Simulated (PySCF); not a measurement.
## From computed data to an observable: entropy of an ideal gas

Si(H)(Me) (CH4Si), SMILES [SiH]C (connectivity only; charge and spin as stated), neutral, multiplicity 1.

Geometry: B3LYP-D3(BJ)/def2-TZVP.

B3LYP-D3(BJ)/def2-TZVP in PySCF gives the harmonic wavenumbers 144, 563, 629, 664, 946, 1252, 1432, 1448, 1996, 2995, 3047, 3106 cm⁻¹ and the rotational temperatures 4.4936, 0.5916, 0.5599 K. The molar mass is 44.13 g/mol, the symmetry number 1, the spin multiplicity 1.

Question: Work out the entropy at 298.15 K and 1 atm in the rigid-rotor, harmonic-oscillator model.

Answer: 
Translation (Sackur–Tetrode at 1 atm): S = R[1.5 ln M + 2.5 ln T − 1.16487] = 156.0 J/(mol K).
Rotation: q = (√π/σ) T^1.5/√(θA θB θC) = 7480, S = R[ln q + 3/2] = 86.6 J/(mol K).
Vibration: with u = 1.4388 ν/T, each mode gives R[u/(e^u − 1) − ln(1 − e^−u)]:
```tsv
ν (cm⁻¹)	modes	u	S (J/(mol K))
144	1	0.69	11.51
563	1	2.72	2.17
629	1	3.04	1.68
664	1	3.20	1.47
946	1	4.57	0.49
1252	1	6.04	0.14
1432	1	6.91	0.07
1448	1	6.99	0.06
1996	1	9.63	0.01
```
The stiffer modes add less than 0.005 each. Sum 17.6 J/(mol K).
Spin: R ln 1 = 0.0 J/(mol K).
Total 260.2 J/(mol K); the program's own thermochemistry gives 260.2. Translation makes up 60 % and vibration 7 %. Anharmonicity, hindered rotation and orbital degeneracy are left out.
